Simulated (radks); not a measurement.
Problem. These are the eigenvalues of the occupied orbitals of an atom or ion with whole-number occupations (eV). Calculated with a radial shooting solver on a logarithmic mesh with Libxc functionals: scalar-relativistic Kohn-Sham, SCAN, spin-unpolarised, spherical densities, finite nucleus; meta-GGA in the generalised Kohn-Sham scheme; Fermi nuclear charge, rms radius of each element as measured or else 0.836 A^(1/3) + 0.57 fm.

orbital  eigenvalue
1s        -31743.45
2s        -4934.973
2p        -4432.387
3s        -1036.093
3p        -871.3011
3d        -623.0577
4s        -226.5872
4p        -175.1735
4d         -99.7199
5s         -64.6098

Which element is it, and in what charge state? The configuration may be excited.

Solution. Z = 52, tellurium, charge +5: Te5+ in [Kr] 4d10 5s1. The list shows which subshells hold electrons but not how many an open one holds; the 1s level, -1166.6 hartree, gives Z - s = 48.3 by -(Z - s)^2/2, which with screening and relativity narrows Z to a few neighbours, and the depths of the outer levels then fix element, charge and occupations together.
